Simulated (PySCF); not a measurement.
Gas-phase reaction: B(OH)3 + 2 B2O ⇌ B2O2 + B3O3H3

Method: PySCF energies plus ideal-gas RRHO corrections (1 bar). S°(298 K) at PBE0/def2-TZVP differs from the NASA 1993 table for B2O (+19 J/mol/K); whether the harmonic model or the table's entry is off was not settled. † marks an energy on the PBE0/def2-TZVP geometry and frequencies; other levels use their own. MP2 freezes the core. All species are closed-shell singlets. MP2 isn't extrapolated to the basis-set limit; its ΔH°(298 K) is -1112.5 kJ in def2-SVP and -1045.5 kJ in def2-TZVPP. The harmonic model lacks anharmonicity and excited electronic states, which grow with temperature; levels with a mode under 35 cm⁻¹ are left out. Strong static correlation: B2O. Internal rotation in B(OH)3 is treated as a harmonic vibration of one conformer, which makes the entropy rough. Soft modes under 120 cm⁻¹ make the harmonic entropy rough for B2O.

| level | ΔE electronic, kJ | ΔH°(298 K), kJ | ΔS°(298 K), J/K | ΔG°(600 K), kJ |
|---|---|---|---|---|
| MP2/def2-SVP† | -1121 | -1113 | -229 | -973 |
| MP2/def2-TZVPP† | -1054 | -1046 | -229 | -906 |
| PBE/def2-SVP | -1109 | -1101 | -195 | -982 |
| PBE0/def2-QZVP† | -1026 | -1017 | -229 | -877 |
| PBE0/def2-SVP† | -1086 | -1078 | -229 | -938 |
ΔH° is lowest at MP2/def2-SVP† and highest at PBE0/def2-QZVP†. No reference value is set beside these.
